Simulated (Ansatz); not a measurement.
Reaction (formal exchange of groups at the Al–N bond): `[NH2][AlH][Cl]` + `[NH2][Zn][SH]` → `[NH2][Zn][AlH][Cl]` + `NS`

Gas-phase electronic energies from Ansatz, PBE0-D4/def2-TZVP geometries. CBS: MP2 limit from def2 TZ/QZ plus the TZ coupled-cluster correction, frozen cores. This one scheme is used for every species. Functionals use def2-TZVPP. For Zn outer-core shells are correlated without core-valence functions, which leaves a few kJ/mol of doubt a bond. Scalar relativity is left out up to krypton. Each species was taken in one conformer, which may not be the lowest.

`[NH2][AlH][Cl]`:

```xyz
6

N     0.092   -0.551   -0.818
Al   -0.012    0.543    0.552
Cl   -0.789   -0.222    2.345
H     0.448   -0.293   -1.725
H    -0.192   -1.517   -0.810
H     0.454    2.039    0.456
```

`[NH2][Zn][SH]`:

Cartesian coordinates in Å:
```
N -0.510 1.136 0.878
Zn 0.374 -0.186 0.005
S 1.580 -1.719 -0.916
H -0.748 1.968 0.358
H -1.302 0.876 1.448
H 0.607 -2.075 -1.773
```

`[NH2][Zn][AlH][Cl]`:

```xyz
7

N    -0.867   -1.512    1.363
Zn   -0.219   -0.285    0.184
Al    0.615    1.441   -1.340
Cl    2.401    2.430   -0.782
H    -1.596   -2.170    1.136
H    -0.348   -1.841    2.161
H     0.014    1.938   -2.722
```

`NS`:

```xyz
5

N     0.186    0.389   -0.385
S    -0.126   -0.858    0.731
H     0.928    0.991   -0.058
H     0.416    0.014   -1.294
H    -1.404   -0.536    1.006
```

CCSD(T)/CBS gives +63.6 kcal/mol.

Q: Another level gave +56.4 kcal/mol. Which?
A. PBE/def2-TZVPP
B. BHLYP/def2-TZVPP
C. RPA@PBE/def2-TZVPP
D. BLYP-D4/def2-TZVPP

A: A. PBE 56.4, BHLYP 62.3, BLYP-D4 58.2, RPA@PBE/def2-TZVPP 59.9 kcal/mol.

Largest T1 diagnostic among the species: 0.015.

Leaving LDA and LC-ωPBE aside and taking each functional with its dispersion term where it has one, the values, not all of them listed here, spread over 7.1 kcal/mol, from revPBE-D4 to r2SCAN0-D4. LDA lies +1.7 kcal/mol from PBE without D4. From r2SCAN to r2SCAN0 (25 % exact exchange), in def2-TZVPP and without D4, ΔE moves by +0.7 kcal/mol.
